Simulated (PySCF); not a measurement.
Isomers of C6H11BO3, one conformer each; single-point electronic energies without zero-point terms and without any empirical dispersion term.

Level: PBE0/pcSseg-1 in PySCF, non-relativistic, each on one gas-phase PBE0-D3(BJ)/def2-SVP geometry that isn't relaxed in the solvent. The solvent is an IEF-PCM continuum (cavity from Bondi-type radii × 1.2). Only the electrostatic response of the medium enters.

```
                      isomer  relative energy, gas (kcal/mol)  dipole (D)
  `CC(C)OC1=[O+][BH2-]OC=C1`                              0.0        4.58
`C(OC1=CO[BH2-][O+]=C1)(C)C`                             25.2        4.63
```

How do the relative energies look in chloroform (ε = 4.711)?

```
                      isomer  relative energy, solvent (kcal/mol)  E(solvent) − E(gas) (kcal/mol)  dipole in solvent (D)
  `CC(C)OC1=[O+][BH2-]OC=C1`                                  0.0                            -4.9                   5.37
`C(OC1=CO[BH2-][O+]=C1)(C)C`                                 24.8                            -5.3                   5.43
```

The order is unchanged. Conformers: `[CH3:1][CH:2]([CH3:3])[O:4][C:5]1=[O+:6][BH2-:7][O:8][CH:9]=[CH:10]1` with C1–C2–O4–C5 -152°, C2–O4–C5–O6 -2°, C5–O6–B7–O8 38°, O6–B7–O8–C9 -37°, B7–O8–C9–C10 15°, O4–C5–C10–C9 166°; `[CH3:1][CH:2]([CH3:3])[O:4][C:5]1=[CH:6][O:7][BH2-:8][O+:9]=[CH:10]1` with C1–C2–O4–C5 166°, C2–O4–C5–C6 -93°, C5–C6–O7–B8 -15°, C6–O7–B8–O9 42°, O7–B8–O9–C10 -43°, O4–C5–C10–O9 179°. `C(OC1=CO[BH2-][O+]=C1)(C)C` gains most from the continuum, and it has the largest gas-phase dipole. The gains span 0.4 kcal/mol, the gas-phase energies 25.2 kcal/mol.
